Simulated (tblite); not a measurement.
Run record: molecular-dynamics run, `[C@H]1(OCC)CC=CO1`.

Computed with GFN2-xTB (tblite), gas phase: Langevin dynamics at 400 K from the optimised GFN2-xTB geometry, time step 0.5 fs, friction 0.01 fs⁻¹, 2000 steps. The command runs a driver script over a list of jobs; the input below is this job's line of settings and its coordinates in Å. «temperature» is in K, «steps» counts time steps and «every» is the stride of the printed frames; «frames» go on to single points.

Command:
```bash
OMP_NUM_THREADS=1 python probes_run.py task.json out
```

Input:
```
{"job": {"kind": "md", "xc": "GFN2-xTB", "basis": "xTB", "temperature": 400, "steps": 2000, "every": 50, "frames": 5}, "charge": 0, "multiplicity": 1}
C      2.886797     0.448196     0.009302
C      1.700174    -0.083311    -0.776436
O      0.574598    -0.127773     0.087262
C     -0.580306    -0.634814    -0.494941
C     -1.684597    -0.680954     0.577800
C     -2.644591     0.354137     0.067590
C     -2.207273     0.803300    -1.098217
O     -1.052876     0.219378    -1.534928
H      2.668860     1.446179     0.378867
H      3.765394     0.485899    -0.628753
H      3.088368    -0.197608     0.859564
H      1.904542    -1.097452    -1.154553
H      1.479876     0.563885    -1.634862
H     -0.369698    -1.613611    -0.962079
H     -1.251028    -0.410433     1.541375
H     -2.142083    -1.667845     0.659141
H     -3.525536     0.661350     0.592823
H     -2.619381     1.537795    -1.765371
```

Output:
```
t/fs     T/K      E/eV
    0.0   339.3   -709.15739
   25.0   318.9   -708.60862
   50.0   288.4   -708.37539
   75.0   243.4   -708.16595
  100.0   319.0   -708.36747
  125.0   323.4   -708.61100
  150.0   254.1   -708.48138
  175.0   192.3   -708.46649
  200.0   354.7   -708.49387
  225.0   262.1   -708.38621
  250.0   339.7   -708.54603
  275.0   224.2   -708.31496
  300.0   484.3   -708.50803
  325.0   526.9   -708.54935
  350.0   323.2   -708.25766
  375.0   317.5   -708.24101
  400.0   305.2   -708.33349
  425.0   383.7   -708.67646
  450.0   362.1   -708.49969
  475.0   544.1   -708.36126
  500.0   469.9   -708.44544
  525.0   452.5   -708.20354
  550.0   368.9   -708.20175
  575.0   362.2   -708.46298
  600.0   375.2   -708.56804
  625.0   331.8   -708.55676
  650.0   299.6   -708.48087
  675.0   362.1   -708.47201
  700.0   350.0   -708.57390
  725.0   347.3   -708.54154
  750.0   257.0   -708.39947
  775.0   352.3   -708.69848
  800.0   200.5   -708.39597
  825.0   321.5   -708.46014
  850.0   367.8   -708.38122
  875.0   334.0   -708.18666
  900.0   432.9   -708.23353
  925.0   312.2   -708.12400
  950.0   331.1   -708.34082
  975.0   348.3   -708.35702
 1000.0   479.3   -708.54972
```

E is the potential energy; T comes from the kinetic energy over all 3N coordinates.

Problem. Sum up the printed frames.

Solution. 41 frames over 1000 fs. T runs from 192 K (175 fs) to 544 K (475 fs), with a mean of 345 K over all frames and 355 K from 500 fs on. E starts at -709.157 eV, peaks 1.033 eV above that at 925 fs, and averages 0.746 eV above it from 500 fs on.

Problem. Give the last frame.

Solution. 0.18 Å rms from the start after alignment:
```
atom  x, y, z in Å  |  force x, y, z in eV/Å
C1      3.128   -0.554    0.310   -0.699  -1.790   0.150
C2      1.968   -0.552   -0.668    1.135   0.650  -1.155
O3      0.932   -1.163    0.006   -1.859  -0.884   0.634
C4     -0.338   -1.333   -0.594   -0.765   1.076   1.213
C5     -1.399   -2.103    0.288    1.343  -0.411   0.646
C6     -2.483   -1.074    0.552    0.201  -1.387   0.066
C7     -2.200   -0.015   -0.184    0.304   0.776   0.664
O8     -0.974   -0.035   -0.770    0.369  -0.338  -0.642
H9      2.667   -0.308    1.235    0.072   0.183   0.987
H10     3.931    0.057    0.097    1.185   1.750  -0.680
H11     3.593   -1.542    0.364   -0.440  -0.213   0.212
H12     2.280   -1.077   -1.588   -0.370  -0.181  -0.037
H13     1.780    0.494   -0.967   -0.442  -0.131   0.137
H14    -0.248   -1.776   -1.564    0.219  -0.336  -0.888
H15    -0.905   -2.566    1.176   -0.190   0.940  -0.098
H16    -1.771   -3.005   -0.185   -0.277   0.085  -0.707
H17    -3.328   -1.394    1.160    0.307   0.615  -0.454
H18    -2.658    0.967   -0.248   -0.094  -0.404  -0.047
```

Problem. Estimate the wall time. Hardware: AMD EPYC, one thread, shared host. And the peak memory of the process?

Solution. About 39 s, with 0.18 GiB resident at the peak, the Python interpreter and its libraries included.
